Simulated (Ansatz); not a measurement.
The same path of Cl2F2H2NTa + H2 (10 atoms, charge 0, multiplicity 1) was run twice with different band settings. Lost on the way: Ta1–Cl2, H9–H10. Made: Ta1–H9, Cl2–H10.

Theory: RHF/def2-mTZVP (Ansatz 0.2.0).

Relaxed end points:

```xyz
10
Properties=species:S:1:pos:R:3
Ta -0.097 0.502 -0.015
Cl 2.218 0.741 0.077
F -0.216 0.346 1.843
Cl -0.210 0.814 -2.372
N -1.181 2.092 0.197
H -1.491 2.401 1.097
H -1.525 2.661 -0.547
F -0.900 -1.159 -0.164
H 1.569 -3.289 -1.505
H 2.264 -3.058 -1.489
```

```xyz
10
Properties=species:S:1:pos:R:3
Ta -1.058 -0.275 -0.309
Cl 4.057 0.187 -0.235
F -0.677 -0.683 1.474
Cl -1.307 0.097 -2.639
N -0.561 1.575 0.019
H -0.345 1.920 0.933
H -0.593 2.310 -0.657
F -2.754 -1.034 -0.150
H 0.352 -1.253 -0.718
H 3.318 -0.795 -0.595
```

Common settings: movable images 5; climbing image yes; optimiser quadratic models (default); start path through a guess of the saddle point; force threshold 0.03 eV/Å; iteration limit 60; end points relaxed.

| run | spring |
| --- | --- |
| 1 | 5.0 eV/Å² |
| 2 | 2.0 to 10.0 eV/Å², energy-weighted |

**Question.** What does each run give, and how far can it be trusted?

**Answer.** Run 1: converged after 25 iterations, highest image 2.293 eV above the first end. Neighbouring images differ by up to 1.7 eV, so the band resolves the path poorly. A vibrational analysis at the climbing image gives one clearly imaginary mode, 1352i cm⁻¹: a first-order saddle point.
Run 2: converged after 28 iterations, highest image 2.293 eV above the first end. Another band between the same ends (5 images) ends at a top of the same energy, where a vibrational analysis finds 1 clearly imaginary mode.
The orbitals stay closed-shell, which can raise the energy where a bond breaks towards radicals; this wasn't checked here.
